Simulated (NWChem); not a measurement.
System: CH7NOSi; SMILES C[Si@H](N)O

```xyz
11

C     -0.3401     1.6970    -0.1840
Si    -0.0904    -0.0791     0.3499
N      1.4877    -0.5421    -0.1860
O     -1.2229    -1.1265    -0.2888
H     -0.1721     1.8220    -1.2657
H      0.3477     2.3741     0.3480
H     -1.3678     2.0224     0.0394
H     -0.3250    -0.2090     1.8183
H      1.9128    -1.4091     0.1229
H      2.1930     0.1647    -0.3588
H     -1.0994    -1.3232    -1.2226
```
Atoms are numbered in this order, from 1.

All runs: NWChem. Pople sets run with spherical d functions. The geometry was optimised at PBE0/def2-SVP. Vzz is the largest principal value of the second derivative of the potential at the nucleus (NWChem prints the opposite sign); η is the asymmetry. Non-relativistic.

| level | Vzz N3 (a.u.) | η N3 | Vzz O4 (a.u.) | η O4 |
|---|---|---|---|---|
| Hartree-Fock/6-31G* | -0.909 | 0.39 | 1.452 | 0.55 |
| Hartree-Fock/def2-SVP | -0.972 | 0.40 | 1.522 | 0.53 |
| B3LYP/def2-SVP | -0.936 | 0.37 | 1.448 | 0.53 |
| B3LYP/6-31G* | ? | 0.37 | ? | 0.54 |

**Question.** What belongs in the gaps?

**Answer.** 
- B3LYP/6-31G*, Vzz N3 (a.u.): -0.887
- B3LYP/6-31G*, Vzz O4 (a.u.): 1.386
